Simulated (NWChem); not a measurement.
# CH2NO cation; SMILES C(=N)=[OH+]

**Question.** Give the equilibrium geometry at PBE0/def2-SVP (NWChem) as a list of bonds and angles, with the point group.

**Answer.** point group Cs; any orientation.
Bond lengths (Å): N1–C2 1.147, N1–H4 1.017, C2–O3 1.235, O3–H5 0.982. Bond angles (°): C2–N1–H4 179.8, N1–C2–O3 174.6, C2–O3–H5 118.4.
